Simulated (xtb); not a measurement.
HCl3Ge, charge +1, doublet, from a rough starting geometry (a state made from the parent by changing its charge; the spin is typed, not shown lowest); GFN2-xTB (xtb).

The xtb input:
```
$ xtb mol.xyz --gfn 2 --chrg 1 --uhf 1 --opt vtight --json

# file mol.xyz
5

Ge     0.00771649    -0.03710923     0.08859400
Cl    -0.18723061     1.97074579    -0.60584944
Cl     1.82886651    -0.81998441    -0.50595668
Cl    -1.54291694    -1.21139841    -0.72078879
H     -0.16374523    -0.01353626     1.66022766
```

What the program printed (banner, timings and long lists left out):

```
   ID    Z sym.   atoms
    1   32 Ge     1
    2   17 Cl     2-4
    3    1 H      5

           -------------------------------------------------
          |                Calculation Setup                |
           -------------------------------------------------

           -------------------------------------------------
          |                 G F N 2 - x T B                 |
           -------------------------------------------------

          ...................................................
          :                      SETUP                      :
          :.................................................:
          :  # basis functions                  41          :
          :  # atomic orbitals                  37          :
          :  # shells                           13          :
          :  # electrons                        25          :
          :  max. iterations                   250          :
          :  Hamiltonian                  GFN2-xTB          :
          :  restarted?                      false          :
          :  GBSA solvation                  false          :
          :  PC potential                    false          :
          :  electronic temp.          300.0000000     K    :
          :  accuracy                    1.0000000          :
          :  -> integral cutoff          0.2500000E+02      :
          :  -> integral neglect         0.1000000E-07      :
          :  -> SCF convergence          0.1000000E-05 Eh   :
          :  -> wf. convergence          0.1000000E-03 e    :
          :  Broyden damping             0.4000000          :
          :  net charge                          1          :
          :  unpaired electrons                  1          :
          ...................................................

 iter      E             dE          RMSdq      gap      omega  full diag
   1    -13.8587255 -0.138587E+02  0.153E+01    5.36       0.0  T
   2    -13.0804179  0.778308E+00  0.184E+01    7.49       1.0  T
   3    -15.6420586 -0.256164E+01  0.460E+00    6.66       1.0  T
   4    -15.6979154 -0.558568E-01  0.238E+00    6.53       1.0  T
   5    -15.6788976  0.190177E-01  0.284E+00    6.49       1.0  T
   6    -15.6865521 -0.765450E-02  0.220E+00    6.51       1.0  T
   7    -15.6973604 -0.108083E-01  0.101E+00    6.48       1.0  T
   8    -15.6981094 -0.748975E-03  0.107E+00    6.47       1.0  T
   9    -15.6998920 -0.178262E-02  0.755E-01    6.47       1.0  T
  10    -15.6998085  0.835092E-04  0.758E-01    6.47       1.0  T
  11    -15.7002777 -0.469117E-03  0.303E-01    6.48       1.0  T
  12    -15.7002918 -0.140986E-04  0.514E-01    6.49       1.0  T
  13    -15.7003505 -0.587088E-04  0.368E-01    6.50       1.0  T
  14    -15.7004227 -0.722763E-04  0.264E-01    6.50       1.0  T
  15    -15.7004522 -0.294249E-04  0.629E-02    6.50       1.0  T
  16    -15.7004541 -0.192926E-05  0.494E-02    6.50       1.0  T
  17    -15.7004547 -0.603108E-06  0.140E-02    6.50       3.2  T
  18    -15.7004548 -0.143957E-06  0.117E-02    6.50       3.8  T
  19    -15.7004549 -0.560652E-07  0.751E-03    6.50       6.0  T
  20    -15.7004549 -0.206115E-07  0.226E-03    6.50      19.8  T
  21    -15.7004549  0.120052E-08  0.282E-03    6.50      15.9  T
  22    -15.7004549 -0.554246E-08  0.396E-04    6.50     112.8  T
  23    -15.7004549  0.826626E-09  0.165E-03    6.50      27.1  T
  24    -15.7004549 -0.856296E-09  0.548E-04    6.50      81.6  T

   *** convergence criteria satisfied after 24 iterations ***

         :::::::::::::::::::::::::::::::::::::::::::::::::::::
         ::                     SUMMARY                     ::
         :::::::::::::::::::::::::::::::::::::::::::::::::::::
         :: total energy             -15.687862018774 Eh    ::
         :: gradient norm              0.018073394432 Eh/a0 ::
         :: HOMO-LUMO gap              6.503441570760 eV    ::
         ::.................................................::
         :: SCC energy               -15.700452997649 Eh    ::
         :: -> isotropic ES            0.091095813106 Eh    ::
         :: -> anisotropic ES         -0.007887055181 Eh    ::
         :: -> anisotropic XC         -0.004529606013 Eh    ::
         :: -> dispersion             -0.004305959760 Eh    ::
         :: repulsion energy           0.012590978875 Eh    ::
         :: add. restraining           0.000000000000 Eh    ::
         :: total charge               1.000000000000 e     ::
         :::::::::::::::::::::::::::::::::::::::::::::::::::::

      -----------------------------------------------------------
     |                   =====================                   |
     |                        A N C O P T                        |
     |                   =====================                   |
     |               Approximate Normal Coordinate               |
     |                Rational Function Optimizer                |
      -----------------------------------------------------------
      -----------------------------------------------------------
     |                   =====================                   |
     |                        A N C O P T                        |
     |                   =====================                   |
     |               Approximate Normal Coordinate               |
     |                Rational Function Optimizer                |
      -----------------------------------------------------------

          ...................................................
          :                      SETUP                      :
          :.................................................:
          :   optimization level         verytight          :
          :   max. optcycles                   200          :
          :   ANC micro-cycles                  20          :
          :   degrees of freedom                 9          :
          :.................................................:
[...]
 * total energy  :   -15.6878620 Eh     change        0.8844481E-09 Eh
 * total energy  :   -15.6899723 Eh     change       -0.2110255E-02 Eh
 * total energy  :   -15.6903448 Eh     change       -0.3725566E-03 Eh
 * total energy  :   -15.6904059 Eh     change       -0.6111051E-04 Eh
 * total energy  :   -15.6904298 Eh     change       -0.2383372E-04 Eh
 * total energy  :   -15.6904303 Eh     change       -0.5739099E-06 Eh
 * total energy  :   -15.6904307 Eh     change       -0.4014679E-06 Eh
 * total energy  :   -15.6904308 Eh     change       -0.4091785E-07 Eh
   *** GEOMETRY OPTIMIZATION CONVERGED AFTER 8 ITERATIONS ***
[...]
   2    -15.7033101  0.115961E-09  0.331E-04    5.61     135.3  T
   3    -15.7033101 -0.216893E-09  0.201E-04    5.61     222.2  T

   *** convergence criteria satisfied after 3 iterations ***

         :::::::::::::::::::::::::::::::::::::::::::::::::::::
         ::                     SUMMARY                     ::
         :::::::::::::::::::::::::::::::::::::::::::::::::::::
         :: total energy             -15.690430790731 Eh    ::
         :: gradient norm              0.000082051936 Eh/a0 ::
         :: HOMO-LUMO gap              5.612757697740 eV    ::
         ::.................................................::
         :: SCC energy               -15.703308122240 Eh    ::
         :: -> isotropic ES            0.091863779528 Eh    ::
         :: -> anisotropic ES         -0.008494223786 Eh    ::
         :: -> anisotropic XC         -0.006126376482 Eh    ::
         :: -> dispersion             -0.004235380447 Eh    ::
         :: repulsion energy           0.012877331509 Eh    ::
         :: add. restraining           0.000000000000 Eh    ::
         :: total charge               1.000000000000 e     ::
         :::::::::::::::::::::::::::::::::::::::::::::::::::::

           -------------------------------------------------
          |                Property Printout                |
           -------------------------------------------------

    * Orbital Energies and Occupations

         #    Occupation            Energy/Eh            Energy/eV
      -------------------------------------------------------------
         1        2.0000           -1.2487176             -33.9793
         2        2.0000           -1.2487134             -33.9792
         3        2.0000           -1.2472806             -33.9402
         4        2.0000           -0.8693851             -23.6572
         5        2.0000           -0.6969192             -18.9641
         6        2.0000           -0.6968987             -18.9636
         7        2.0000           -0.6922510             -18.8371
         8        2.0000           -0.6584142             -17.9164
         9        2.0000           -0.6584002             -17.9160
        10        1.9997           -0.6487002             -17.6520
        11        1.9997           -0.6486834             -17.6516
        12        1.9775           -0.6444874             -17.5374
        13        1.0231           -0.6373475             -17.3431 (HOMO)
        14                         -0.4310825             -11.7304 (LUMO)
        15                         -0.3081879              -8.3862
        16                         -0.3080307              -8.3819
        17                         -0.2836722              -7.7191
        18                         -0.2010851              -5.4718
        19                         -0.2010824              -5.4717
        20                         -0.1994167              -5.4264
        21                         -0.1994164              -5.4264
        22                         -0.1987394              -5.4080
        23                         -0.1971321              -5.3642
        24                         -0.1971287              -5.3641
       ...                                ...                  ...
        37                          0.8896300              24.2081
      -------------------------------------------------------------
                  HL-Gap            0.2062650 Eh            5.6128 eV
             Fermi-level           -0.5875604 Eh          -15.9883 eV

     #   Z          covCN         q      C6AA      α(0)
     1  32 Ge       3.371     0.245   175.919    24.276
     2  17 Cl       0.817     0.175    94.025    14.834
     3  17 Cl       0.817     0.174    94.027    14.834
     4  17 Cl       0.817     0.174    94.028    14.834
     5   1 H        0.921     0.232     0.951     1.525

 Mol. C6AA /au·bohr⁶  :       1865.840848
 Mol. C8AA /au·bohr⁸  :     100788.843106
 Mol. α(0) /au        :         70.302736

Wiberg/Mayer (AO) data.
largest (>0.10) Wiberg bond orders for each atom

 ---------------------------------------------------------------------------
     #   Z sym  total        # sym  WBO       # sym  WBO       # sym  WBO
 ---------------------------------------------------------------------------
     1  32 Ge   4.269 --     2 Cl   1.230     4 Cl   1.230     3 Cl   1.230
                             5 H    0.579
     2  17 Cl   1.713 --     1 Ge   1.230     3 Cl   0.191     4 Cl   0.191
                             5 H    0.100
     3  17 Cl   1.713 --     1 Ge   1.230     2 Cl   0.191     4 Cl   0.191
                             5 H    0.100
     4  17 Cl   1.713 --     1 Ge   1.230     3 Cl   0.191     2 Cl   0.191
                             5 H    0.100
     5   1 H    0.880 --     1 Ge   0.579     3 Cl   0.100     4 Cl   0.100
                             2 Cl   0.100
 ---------------------------------------------------------------------------

Topologies differ in total number of bonds
Writing topology from bond orders to xtbtopo.mol

molecular dipole:
                 x           y           z       tot (Debye)
 q only:       -0.033      -0.043       0.130
   full:       -0.007      -0.040      -0.231       0.596
molecular quadrupole (traceless):
                xx          xy          yy          xz          yz          zz
 q only:        0.753      -0.002       0.770       0.159       0.002      -1.523
  q+dip:        1.729      -0.009       1.768       0.384       0.040      -3.497
   full:        1.029      -0.007       1.054       0.232       0.030      -2.083

optimized geometry written to: xtbopt.xyz

           -------------------------------------------------
          | TOTAL ENERGY              -15.690430790731 Eh   |
          | GRADIENT NORM               0.000082051936 Eh/α |
          | HOMO-LUMO GAP               5.612757697740 eV   |
           -------------------------------------------------

normal termination of xtb
```
